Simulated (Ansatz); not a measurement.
`N=C(F)BS` + `O[SiH3]` → `N=C(F)O[SiH3]` + `BS`  (substitution at a C–B bond)

Computed with Ansatz on PBE0-D4/def2-TZVP structures; ΔE is electronic, products minus reactants. CCSD(T)/CBS is the MP2 limit (def2-TZVPP, def2-QZVPP) plus CCSD(T) − MP2 in def2-TZVPP, frozen cores. This one scheme is used for every species. Functionals use def2-TZVPP. B3LYP here is the variant with VWN-RPA as its local correlation; programs differ in this. One conformer a species, not always the lowest.

`N=C(F)BS`:

Z-matrix (Å, degrees):
```
C
F 1 1.354
B 1 1.579 2 114.2
N 1 1.252 2 121.1 3 180.0
S 3 1.755 1 119.6 2 -179.9
H 3 1.189 1 121.4 2 0.1
H 4 1.020 1 112.6 2 0.0
H 5 1.350 3 95.5 1 -0.0
```

`O[SiH3]`:

Z-matrix (Å, degrees):
```
Si
O 1 1.648
H 1 1.489 2 111.7
H 1 1.489 2 111.7 3 120.9
H 1 1.481 2 105.9 3 -119.6
H 2 0.957 1 117.9 3 -60.5
```

`N=C(F)O[SiH3]`:

Cartesian coordinates in Å:
```
N 0.639 1.537 -0.914
C 0.162 1.364 0.229
F 0.043 2.397 1.040
O -0.286 0.283 0.856
Si -0.305 -1.254 0.190
H 0.688 0.683 -1.460
H 1.081 -1.652 -0.158
H -0.875 -2.110 1.247
H -1.147 -1.248 -1.030
```

`BS`:

Cartesian coordinates in Å:
```
B -0.032 0.560 0.146
S -0.589 -1.114 0.149
H -0.699 1.330 0.764
H 0.950 0.887 -0.442
H 0.370 -1.662 -0.617
```

```csv
level,ΔE (kJ/mol),difference from CCSD(T)/CBS
BLYP-D4,52.3,-2.0
r2SCANh-D4,43.0,-11.3
CAM-B3LYP-D4,44.2,-10.1
ωB97M-V,46.7,-7.6
PBE-QIDH,44.6,-9.7
B3LYP,47.3,-7.0
r2SCANh,43.0,-11.3
r2SCAN0,41.0,-13.3
SCS-MP2/def2-TZVPP,50.3,-4.0
MP2/CBS(def2),56.6,2.3
CCSD(T)/CBS,54.3,0
```

Largest T1 diagnostic among the species: 0.016.

At CCSD(T), def2-SVP lies −13.1 kJ/mol from the extrapolated value and def2-TZVPP −4.0 kJ/mol. From PBE to PBE0 (25 % exact exchange), in def2-TZVPP and without D4, ΔE moves by −5.4 kJ/mol.
